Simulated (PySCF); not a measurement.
# How methods differ on the electron affinity of Ga

Ga⁻ [Ar] 3d10 4s2 4p2 (3P) → Ga [Ar] 3d10 4s2 4p1 (2P), as a difference of total energies. Calculation: PySCF 2.14, in def2-TZVPPD (7s5p5d1f, 54 functions); the non-relativistic Hamiltonian (point nucleus). Correlated levels: valence: [Ar] 3d10 frozen. The calculations carry no spin-orbit coupling.

| method | electron affinity (eV) | plus first-order spin-orbit estimate | difference from reference of that sum (eV) |
| --- | --- | --- | --- |
| UHF | -0.416 | -0.431 | -0.732 |
| MP2 (valence) | -0.128 | -0.143 | -0.444 |
| SCS-MP2 (valence) | -0.199 | -0.214 | -0.515 |
| CCSD (valence) | -0.100 | -0.116 | -0.417 |
| CCSD(T) (valence) | -0.070 | -0.086 | -0.387 |
| CCSDT (valence) | -0.062 | -0.078 | -0.379 |

Reference: 0.301 eV (measured; photodetachment measurements, as compiled on the Wikipedia data page of electron affinities).

A first-order spin-orbit estimate (lowest level to lowest level, LS coupling) adds -0.015 eV.

These non-relativistic numbers lack the scalar-relativistic shift.

Errors of the correlated levels include the incompleteness of this basis and the frozen core.

A negative affinity means that the anion lies above the atom at that level of theory.
